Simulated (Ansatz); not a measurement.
Reactions of CH8O2Si2, SMILES `O[SiH2]C[SiH2]O`.

Gas-phase electronic energies from Ansatz, PBE0-D4/def2-TZVP geometries. CCSD(T)/CBS is the MP2 limit (def2-TZVPP, def2-QZVPP) plus CCSD(T) − MP2 in def2-TZVPP, frozen cores. This one scheme is used for every species, atoms too. No spin–orbit coupling; open shells (•) take unrestricted orbitals. Spin–orbit coupling would lower the free atoms: a little for C, O, Si. Bonds to Br, Ge are less sure, by a few kJ/mol each and by 10 to 20 or more in all where they break to atoms, as the def2 sets lack core-valence functions. Scalar relativity is left out up to krypton. One conformer a species, not always the lowest.

(1) Order these by ΔE at CCSD(T)/CBS, lowest first. (Best estimate.)
A. `O[SiH2]C[SiH2]O` + `[OH][GeH2][OH]` → `O[SiH2][O][GeH2][OH]` + `C[SiH2]O`
B. `O[SiH2]C[SiH2]O` + H₂ → `C[SiH2]O` + `O[SiH3]`
C. `O[SiH2]C[SiH2]O` → H• + `O[SiH]C[SiH2]O`•
D. `O[SiH2]C[SiH2]O` + H₂S → `O[SiH2]C[SiH2]S` + H₂O
E. `O[SiH2]C[SiH2]O` + `SS` → `O[SiH2]SS` + `C[SiH2]O`
F. `O[SiH2]C[SiH2]O` → C• + 8 H• + 2 O• + 2 Si•
G. `O[SiH2]C[SiH2]O` + `O[SiH](Cl)Cl` → `O[SiH2]C[Si](O)(Cl)Cl` + `O[SiH3]`
H. `O[SiH2]C[SiH2]O` + HBr → `O[SiH2]CBr` + `O[SiH3]`

Largest T1 diagnostic: 0.013, for `O[SiH]C[SiH2]O`•.

## Answers

(1) A (-25.5 kcal/mol), E (-11.2 kcal/mol), G (-1.3 kcal/mol), B (+1.7 kcal/mol), D (+10.4 kcal/mol), H (+20.4 kcal/mol), C (+98.5 kcal/mol), F (+1126.0 kcal/mol).
